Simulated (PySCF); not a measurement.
An unknown shows these calculated signals:

1H NMR (400 MHz, computed): δ 8.47 (m, 1H), 8.42 (m, 1H), 8.10 (d, 1H), 8.04 (m, 1H), 7.43 (d, 1H), 6.36 (br, 1H), 6.03 (m, 1H), 5.60 (m, 1H), 5.42 (m, 1H), 3.37 (d, 2H).

13C{1H} NMR (computed): δ 162.0 (CH), 161.8 (CH), 157.8 (CH), 155.5 (C), 154.7 (CH), 147.9 (CH), 142.8 (CH), 124.6 (CH2), 51.8 (CH2).

One averaged value for each set of equivalent atoms, no relativistic terms, isolated molecule, one computed conformer. Geometry: PBE0-D3(BJ)/def2-SVP; shielding tensors at PBE0/pcSseg-1 (GIAO); PySCF 2.14.

Chemical shifts δ = σref − σ; 1H, 13C vs TMS, all at this level.

Which of these does the molecule contain: a vinyl group CH=CH2, a Si–CH3 group, a non-aromatic C=C double bond, a tert-butyl group, a ketone?

## Answers


- A vinyl group CH=CH2: yes (δC 124.6, 147.9; δH 5.60 (m), 5.42 (m), 6.03 (m)).
- A Si–CH3 group: no.
- A non-aromatic C=C double bond: yes.
- A tert-butyl group: no.
- A ketone: no.

The data belong to SMILES C=CCC1=CC=CBC=C1, C₉H₁₁B; they needn't prove each group on their own.

Carbon signals by region: 2 in the far downfield region (above 160 ppm), 6 in the sp2 and nitrile region (100–160 ppm), 1 at 50–100 ppm. Above 160 ppm: 162.0, alkene CH, 161.8, alkene CH.

Hydrogens on boron are broadened and split by 11B (spin 3/2, 80 %) and 10B (spin 3). A carbon bonded to boron is broadened by the quadrupolar boron nucleus and is often missing from a measured spectrum. Shifts are as computed. Against solution values, carbons near 30 ppm lie about +2 ppm off and those near 130 ppm about +5 ppm. Of 1309 compounds with measured shifts, 239 miss one by over three times the rms of a fit or turn the order of signals round; such compounds aren't used in these exercises. Multiplicities follow the n + 1 count of equivalent neighbours, as no J values were calculated; m marks all less simple cases, F and P coupling included.
